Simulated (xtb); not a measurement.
chlorine atom (Cl), doublet; GFN-FF run with xtb 6.7.1.

The xtb input:
```
$ xtb mol.xyz --gfnff --uhf 1 --json

# file mol.xyz
1

Cl     0.00000000     0.00000000     0.00000000
```

Output, abridged:

```
   ID    Z sym.   atoms
    1   17 Cl     1

           -------------------------------------------------
          |                Calculation Setup                |
           -------------------------------------------------

          ==================== Thresholds ====================
          CN  :   150.00000
          rep :   500.00000
          disp:  2500.00000
          HB1 :   250.00000
          HB2 :   450.00000

          Pauling EN used:
          Z :17  EN :  3.16
          electric field strengths (au): 0.000

           -------------------------------------------------
          |           Force Field Initialization            |
           -------------------------------------------------

          distances ...
          ----------------------------------------
          generating topology and atomic info file ...
!!!!!!!!!!!!!!!!!!!!!!!!!!!!!!!!!!!!!!!!!!!!
  warning: no bond partners for atom   1
!!!!!!!!!!!!!!!!!!!!!!!!!!!!!!!!!!!!!!!!!!!!
          pair mat ...
          computing topology distances matrix with Floyd-Warshall algo ...
          making topology EEQ charges ...
          #fragments for EEQ constrain: 1
          ----------------------------------------
          generating topology and atomic info file ...
!!!!!!!!!!!!!!!!!!!!!!!!!!!!!!!!!!!!!!!!!!!!
  warning: no bond partners for atom   1
!!!!!!!!!!!!!!!!!!!!!!!!!!!!!!!!!!!!!!!!!!!!
          pair mat ...
          computing topology distances matrix with Floyd-Warshall algo ...
          making topology EEQ charges ...
          #fragments for EEQ constrain: 1
          rings ...
          # BATM   0
          # H in HB   0

  atom   neighbors  erfCN metchar sp-hybrid imet pi  qest     coordinates
    1  Cl      0    0.00   0.00         0    0    0   0.000    0.000000    0.000000    0.000000

          #atoms :   1
          #bonds :   0
          #angl  :   0
          #tors  :   0
          #nmol  :   1
          #optfrag :   1
           -------------------------------------------------
          |                   G F N - F F                   |
          |          A general generic force-field          |
          |                  Version 1.0.3                  |
           -------------------------------------------------
          Number of HB bonds (bound hydrogen)     0
          Number of HB bonds (unbound hydrogen)   0
          Number of XB bonds                      0

         :::::::::::::::::::::::::::::::::::::::::::::::::::::
         ::                     SUMMARY                     ::
         :::::::::::::::::::::::::::::::::::::::::::::::::::::
         :: total energy               0.000000000000 Eh    ::
         :: gradient norm              0.000000000000 Eh/a0 ::
         ::.................................................::
         :: bond energy                0.000000000000 Eh    ::
         :: angle energy               0.000000000000 Eh    ::
         :: torsion energy             0.000000000000 Eh    ::
         :: repulsion energy           0.000000000000 Eh    ::
         :: electrostat energy         0.000000000000 Eh    ::
         :: dispersion energy          0.000000000000 Eh    ::
         :: HB energy                  0.000000000000 Eh    ::
         :: XB energy                  0.000000000000 Eh    ::
         :: bonded atm energy          0.000000000000 Eh    ::
         :: external energy            0.000000000000 Eh    ::
         :: add. restraining           0.000000000000 Eh    ::
         :: total charge               0.000000000000 e     ::
         :::::::::::::::::::::::::::::::::::::::::::::::::::::

           -------------------------------------------------
          |                Property Printout                |
           -------------------------------------------------

molecular dipole:
                 x           y           z       tot (Debye)
 q only:        0.000       0.000       0.000       0.000

           -------------------------------------------------
          | TOTAL ENERGY                0.000000000000 Eh   |
          | GRADIENT NORM               0.000000000000 Eh/α |
           -------------------------------------------------
########################################################################
[WARNING] Runtime exception occurred
-1- gfnff_setup: Could not read topology file.
########################################################################

normal termination of xtb
```
